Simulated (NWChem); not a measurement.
System: C₂H₄NO anion

```xyz
8

C      0.4897    -1.3680    -0.0854
N     -0.6797    -0.5482    -0.3067
C     -0.5403     0.7117     0.0453
O      0.4543     1.3144     0.5454
H      0.8066    -1.4017     0.9805
H      0.2849    -2.4052    -0.4068
H      1.3857    -1.0135    -0.6415
H     -1.4703     1.3149    -0.1424
```
Atoms are numbered in this order, from 1.

Computed with NWChem. Pople sets run with spherical d functions. Geometry: optimised at B3LYP/def2-SVPD. Level: PBE0/6-31+G* with SMD (1 M gas to 1 M solution), gas-phase geometry. Reactions with the solvent are ignored.

```tsv
solvent	dielectric constant	solvation free energy (kcal/mol)	cavity-dispersion-structure term (kcal/mol)
water	78.4	-72.8	0.0
N,N-dimethylformamide	37.2	-60.9	0.1
benzene	2.27	-35.4	-0.6
acetone	20.5	-60.5	-0.1
ethanol	24.9	-67.7	1.5
1,4-dioxane	2.21	-34.0	0.1
```
